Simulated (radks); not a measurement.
Excited configurations of Cd3+: one electron is placed in a higher orbital outside [Kr] 4d8. The ground configuration is [Kr] 4d9. All-electron calculation, Dirac Kohn-Sham, PBE, spin-unpolarised, spherical densities, point nucleus; open shells fill j = l - 1/2 first. Program: a radial shooting solver on a logarithmic mesh with Libxc functionals. Excitation = E - E(ground); binding = E(ion) - E, where the ion is the core of charge +4; n* = 4/sqrt(2 binding) in atomic units, and the quantum defect is n - n*.

outer orbital  excitation (eV)  binding (eV)     n*  quantum defect  eigenvalue (eV)  <r> (bohr)
5s1/2                   14.528        39.173  2.357           2.643          -34.263       2.221
5p1/2                   22.502        31.199  2.641           2.359          -26.918       2.533
5d3/2                   33.844        19.857  3.311           1.689          -16.975       3.511
6s1/2                   34.691        19.010  3.384           2.616          -16.933       4.419
6p1/2                   37.443        16.259  3.659           2.341          -14.424       4.947

Estimate the row for 6d3/2.

Answer. excitation (eV) 41.838; binding (eV) 11.863; n* 4.284; quantum defect 1.716; eigenvalue (eV) -10.432; <r> (bohr) 6.354. The Delta-SCF ionisation energy is 53.701 eV (NIST Atomic Spectra Database: 51 eV, theoretical). Self-interaction in the functional shifts the binding energies and quantum defects, so they are the method's values and not measured ones. Spin polarisation and multiplet splitting are left out, so open shells lie too high by an amount that depends on their filling.

Beside tabulated values, note that spin-unpolarised runs miss the spin-polarisation part of the exchange energy of open shells.
